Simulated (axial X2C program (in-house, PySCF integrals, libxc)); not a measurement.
## NaW: cheaper levels and CCSD(T), 2c

All values were computed with an axial X2C code built on PySCF integrals. Two-component (2c) means X2C with spin–orbit coupling and atomic mean-field two-electron Coulomb and Gaunt terms. Basis: W dyall-cv3z [13s14p9d7f4g], Na dyall-cv3z [9s8p5d2f] (cores contracted in-house); Gaussian nuclei, density fitting, unrestricted open shells. Masses: W 183.951 u, Na 22.990 u.

State: Ω = 5/2 (⟨Sz⟩ = 2.49, ⟨Lz⟩ = 0.01 at HF); fragments W + Na.

```csv
level,Re (Å),ωe (cm⁻¹)
PBE0,2.936,175.6
HF,3.393,78.9
CCSD,2.923,182.2
B97-3,2.916,182.7
```

Correlated methods: 7 electrons correlated (number of frozen shells: W 5 s, 4 p, 2 d, 1 f; Na 2 s, 1 p), 337 virtual spin orbitals or spinors in MP2, 87 natural virtuals in coupled cluster.

CCSD(T), same Hamiltonian and basis:

Re = 2.900 Å, ωe = 190.1 cm⁻¹; T1 = 0.091 (Lee–Taylor normalisation).

(1) Give the differences from CCSD(T) in the columns below.

Occupations by symmetry block were frozen at the best pattern of an incomplete PBE0 search. De is not given where an atomic determinant may have missed its ground term or J level, or where the truncated virtual space spoils (T). Density functionals use the spin component along the axis (collinear). CCSD and (T) use frozen natural virtuals with an MP2 correction for the truncation; (T) itself is uncorrected, so its De runs slightly low. The functionals have no current-density term, which raises determinants with orbital currents, atoms included. With several unpaired electrons one determinant need not be a pure state. This is the top spin component of a Σ state; components of lower Ω are not single determinants and can lie lower. The determinant is spin-polarised beyond a pure state at some levels (its spin-free form has ⟨S²⟩ too high), which makes Re and μ there less reliable. The T1 diagnostic is large, a sign of multireference character. With the outer-core shells frozen, correlated bond lengths of heavy atoms tend to come out a few hundredths of an ångström too long.

Answers

(1) 

```
level  ΔRe (Å)  Δωe (cm⁻¹)
 PBE0    0.036       -14.5
   HF    0.493      -111.2
 CCSD    0.023        -7.9
B97-3    0.016        -7.4
```
